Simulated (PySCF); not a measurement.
# Polarisability and C₆ of Nd⁺ (neodymium, charge +1)

[Xe] 4f4 6s1, one real determinant. Calculation: PySCF 2.14, in ANO-RCC-VTZP (8s7p5d3f2g1h, 104 functions); the spin-free X2C one-electron Hamiltonian (Gaussian nucleus). Coupled (time-dependent) response in atomic units; α is the mean over directions. The basis has no added diffuse functions, which lowers α and C₆.

| method | mean α (bohr³) | α xx, yy, zz | C₆ (like pair) | S(−4) |
| --- | --- | --- | --- | --- |
| BHandHLYP | 96.14 | 95.64, 95.64, 97.13 | 917.2 | 7272 |

S(−4) is the Cauchy moment in α(ω) = α(0) + S(−4) ω² + …

Spin-orbit coupling is absent.

α(iu) at BHandHLYP:

```tsv
u (hartree)	α(iu) (bohr³)
0	96.14
0.0500	81.15
0.100	56.61
0.200	28.69
0.300	18.21
0.500	10.79
0.750	7.315
1.00	5.466
1.50	3.447
2.00	2.392
3.00	1.367
5.00	0.6371
```

For an ion, C₆ is the dispersion term alone; charge-induced terms of lower order in 1/R come first.

The components differ because the open shell of this determinant is not spherical; for a pure term their mean is the scalar polarisability.

⟨L²⟩ = 34.01 against 42 for a pure I term, so this real determinant mixes terms. Spin-orbit coupling, absent here, splits the open shell strongly.
